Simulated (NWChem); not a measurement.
System: KCl; SMILES [Cl][K]

Here is an NWChem input.

```
start job
memory heap 200 mb stack 900 mb global 1100 mb
geometry units angstroms noautosym nocenter noautoz
  K      0.000000     0.000000    -1.255548
  Cl     0.000000     0.000000     1.398825
end
basis spherical
  * library def2-svp
end
dft
  xc xcamb88 1.00 lyp 0.81 vwn_5 0.19 hfexch 1.00
  cam 0.33 cam_alpha 0.19 cam_beta 0.46
  iterations 150
end
property
  efieldgrad
end
task dft property
```

Output (shortened):

```
             Northwest Computational Chemistry Package (NWChem) 7.3.0
             --------------------------------------------------------

                             Geometry "geometry" -> ""
                             -------------------------

 Output coordinates in angstroms (scale by  1.889725989 to convert to a.u.)

  No.       Tag          Charge          X              Y              Z
 ---- ---------------- ---------- -------------- -------------- --------------
    1 K                   19.0000     0.00000000     0.00000000    -1.25554800
    2 Cl                  17.0000     0.00000000     0.00000000     1.39882500

 Effective nuclear repulsion energy (a.u.)      64.3934561672

                              NWChem Property Module
                              ----------------------

  itol2e modified to match energy
  convergence criterion.

                                 NWChem DFT Module
                                 -----------------

 Summary of "ao basis" -> "ao basis" (spherical)
 ------------------------------------------------------------------------------
       Tag                 Description            Shells   Functions and Types
 ---------------- ------------------------------  ------  ---------------------
 K                          def2-svp                10       24   5s3p2d
 Cl                         def2-svp                 8       18   4s3p1d

  itol2e modified to match energy
  convergence criterion.

            General Information
            -------------------
          SCF calculation type: DFT
          Wavefunction type:  closed shell.
          No. of atoms     :     2
          No. of electrons :    36
           Alpha electrons :    18
            Beta electrons :    18
          Charge           :     0
          Spin multiplicity:     1
          Use of symmetry is: off; symmetry adaption is: off
          Maximum number of iterations: 150
          AO basis - number of functions:    42
                     number of shells:    18
          Convergence on energy requested:  1.00D-07
          Convergence on density requested:  1.00D-05
          Convergence on gradient requested:  5.00D-04

              XC Information
              --------------
                     Hartree-Fock (Exact) Exchange  1.000
                   CAM-Becke88 Exchange Functional  1.000
                      VWN V Correlation Functional  0.190 local
              Lee-Yang-Parr Correlation Functional  0.810

           Range-Separation Parameters
           ---------------------------
           Alpha           :  0.19
           Beta            :  0.46
           Gamma           :  0.33
           Short-Range HF  :     F

             Grid Information
             ----------------
          Grid used for XC integration:  fine
          Radial quadrature: Mura-Knowles
          Angular quadrature: Lebedev.
          Tag              B.-S. Rad. Rad. Pts. Rad. Cut. Ang. Pts.
          ---              ---------- --------- --------- ---------
          K                   2.20      140          15.0       974
          Cl                  1.00      123          11.0       770
          Grid pruning is: on
          Number of quadrature shells:   263
          Spatial weights used:  Erf1

      Superposition of Atomic Density Guess
      -------------------------------------

 Sum of atomic energies:       -1058.40089110

      Non-variational initial energy
      ------------------------------

 Total energy =   -1058.264240
 1-e energy   =   -1586.823408
 2-e energy   =     464.165712
 HOMO         =      -0.443862
 LUMO         =      -0.047246

   convergence    iter        energy       DeltaE   RMS-Dens  Diis-err
 ---------------- ----- ----------------- --------- --------- ---------
 d= 0,ls=0.0,diis     1  -1059.9696823170 -1.12D+03  2.41D-02  2.52D-01
 d= 0,ls=0.0,diis     2  -1059.9920999770 -2.24D-02  9.15D-03  1.11D-01
 d= 0,ls=0.0,diis     3  -1060.0055553338 -1.35D-02  1.07D-03  7.38D-04
 d= 0,ls=0.0,diis     4  -1060.0057206009 -1.65D-04  1.72D-04  2.74D-05
 d= 0,ls=0.0,diis     5  -1060.0057255549 -4.95D-06  5.36D-05  9.13D-07
 d= 0,ls=0.0,diis     6  -1060.0057258298 -2.75D-07  1.15D-05  3.50D-08
 d= 0,ls=0.0,diis     7  -1060.0057258436 -1.38D-08  2.85D-06  2.11D-09

         Total DFT energy =    -1060.005725843630
      One electron energy =    -1590.546220451649
           Coulomb energy =      528.012128681325
    Exchange-Corr. energy =      -61.865090240507
 Nuclear repulsion energy =       64.393456167201

 Numeric. integr. density =       36.000000049399

                       DFT Final Molecular Orbital Analysis
                       ------------------------------------

 Vector   16  Occ=2.000000D+00  E=-2.596971D-01
              MO Center= -3.4D-10,  4.3D-10,  1.3D+00, r^2= 1.6D+00
   Bfn.  Coefficient  Atom+Function         Bfn.  Coefficient  Atom+Function
  ----- ------------  ---------------      ----- ------------  ---------------
    37      0.651678  2 Cl pz                34      0.443022  2 Cl pz
     4     -0.270046  1 K  s                 31      0.265329  2 Cl pz
    11      0.149626  1 K  pz                 5      0.140282  1 K  s
     3      0.139111  1 K  s                 28      0.057518  2 Cl s
    17     -0.049262  1 K  d  0              27      0.046511  2 Cl s

 Vector   17  Occ=2.000000D+00  E=-2.522050D-01
              MO Center= -4.0D-10, -3.5D-10,  1.3D+00, r^2= 1.4D+00
   Bfn.  Coefficient  Atom+Function         Bfn.  Coefficient  Atom+Function
  ----- ------------  ---------------      ----- ------------  ---------------
    35      0.477884  2 Cl px                36      0.423424  2 Cl py
    32      0.333699  2 Cl px                33      0.295670  2 Cl py
    29      0.198580  2 Cl px                30      0.175950  2 Cl py
    12      0.086125  1 K  px                13      0.076310  1 K  py
    23     -0.064629  1 K  d  1              21      0.057264  1 K  d -1

 Vector   18  Occ=2.000000D+00  E=-2.522050D-01
              MO Center=  7.8D-10, -8.9D-10,  1.3D+00, r^2= 1.4D+00
   Bfn.  Coefficient  Atom+Function         Bfn.  Coefficient  Atom+Function
  ----- ------------  ---------------      ----- ------------  ---------------
    36      0.477884  2 Cl py                35     -0.423424  2 Cl px
    33      0.333699  2 Cl py                32     -0.295670  2 Cl px
    30      0.198580  2 Cl py                29     -0.175950  2 Cl px
    13      0.086125  1 K  py                12     -0.076310  1 K  px
    21      0.064629  1 K  d -1              23      0.057264  1 K  d  1

 Vector   19  Occ=0.000000D+00  E=-3.363622D-02
              MO Center=  4.0D-11, -5.9D-09, -2.4D+00, r^2= 9.6D+00
   Bfn.  Coefficient  Atom+Function         Bfn.  Coefficient  Atom+Function
  ----- ------------  ---------------      ----- ------------  ---------------
     4      0.559852  1 K  s                 14     -0.426155  1 K  pz
     5      0.420122  1 K  s                  3     -0.292843  1 K  s
    11      0.142577  1 K  pz                37      0.068495  2 Cl pz
    34      0.057435  2 Cl pz                27     -0.055897  2 Cl s
     2      0.055008  1 K  s                  8     -0.039629  1 K  pz

 Vector   20  Occ=0.000000D+00  E= 3.609549D-02
              MO Center=  1.4D-08,  4.6D-09, -1.1D+00, r^2= 2.8D+01
   Bfn.  Coefficient  Atom+Function         Bfn.  Coefficient  Atom+Function
  ----- ------------  ---------------      ----- ------------  ---------------
     5     -1.962220  1 K  s                  4      1.837331  1 K  s
    14     -0.375697  1 K  pz                 3     -0.270841  1 K  s
    37      0.132834  2 Cl pz                11      0.126638  1 K  pz
    28      0.066035  2 Cl s                 22      0.061492  1 K  d  0
    34      0.045831  2 Cl pz                 2      0.044454  1 K  s

 Vector   21  Occ=0.000000D+00  E= 3.820712D-02
              MO Center= -4.0D-09, -6.4D-09, -1.6D+00, r^2= 8.5D+00
   Bfn.  Coefficient  Atom+Function         Bfn.  Coefficient  Atom+Function
  ----- ------------  ---------------      ----- ------------  ---------------
    13      0.880920  1 K  py                12      0.507747  1 K  px
    10     -0.241487  1 K  py                21     -0.163812  1 K  d -1
     9     -0.139189  1 K  px                36     -0.123677  2 Cl py
    23      0.094418  1 K  d  1              35     -0.071285  2 Cl px
     7      0.065738  1 K  py                33     -0.058362  2 Cl py

     Multipole analysis of the density
     ---------------------------------

     L   x y z        total         alpha         beta         nuclear
     -   - - -        -----         -----         ----         -------
     0   0 0 0     -0.000000    -18.000000    -18.000000     36.000000

     1   1 0 0     -0.000000     -0.000000     -0.000000      0.000000
     1   0 1 0      0.000000      0.000000      0.000000      0.000000
     1   0 0 1     -3.762919     -1.810229     -1.810229     -0.142461

     2   2 0 0    -18.723978     -9.361989     -9.361989      0.000000
     2   1 1 0     -0.000000     -0.000000     -0.000000      0.000000
     2   1 0 1     -0.000000     -0.000000     -0.000000      0.000000
     2   0 2 0    -18.723978     -9.361989     -9.361989      0.000000
     2   0 1 1      0.000000      0.000000      0.000000      0.000000
     2   0 0 2    -17.462329   -121.604844   -121.604844    225.747360

          -----------------------
          Electric field gradient
          -----------------------

 1 a.u. = 0.324123 10**(16) esu/cm**3  ( or statvolts/cm**2 ) = 0.97174 10**(22) v/m**2

 ------------------------------------------------------------
   Atom      X         Y         Z
 ------------------------------------------------------------
    1 K    0.00000   0.00000  -2.37264
 ------------------------------------------------------------

 Electric field gradient in molecular frame (a.u.)
         XX             YY             ZZ             XY             XZ             YZ
 ------------------------------------------------------------------------------------------
       -0.099660      -0.099660       0.199320       0.000000       0.000000      -0.000000

 Principal components (a.u.) and orientation
 of principal axis w.r.t. absolute frame                      Asymmetry parameter eta
 --------------------------------------------------------------------------------------
        0.199320      -0.099660      -0.099660                       0.000000

        0.000000       0.773466       0.633837
       -0.000000      -0.633837       0.773466
        1.000000      -0.000000       0.000000

 ------------------------------------------------------------
   Atom      X         Y         Z
 ------------------------------------------------------------
    2 Cl   0.00000   0.00000   2.64340
 ------------------------------------------------------------

 Electric field gradient in molecular frame (a.u.)
         XX             YY             ZZ             XY             XZ             YZ
 ------------------------------------------------------------------------------------------
       -0.003906      -0.003906       0.007813       0.000000       0.000000      -0.000000

 Principal components (a.u.) and orientation
 of principal axis w.r.t. absolute frame                      Asymmetry parameter eta
 --------------------------------------------------------------------------------------
        0.007813      -0.003906      -0.003906                       0.000001

        0.000000      -0.650730       0.759309
       -0.000000       0.759309       0.650730
        1.000000       0.000000       0.000000
```

Level: CAM-B3LYP/def2-SVP. The geometry was optimised at PBE0/def2-SVP. NWChem prints the field gradient with the sign opposite to the second derivative of the potential.
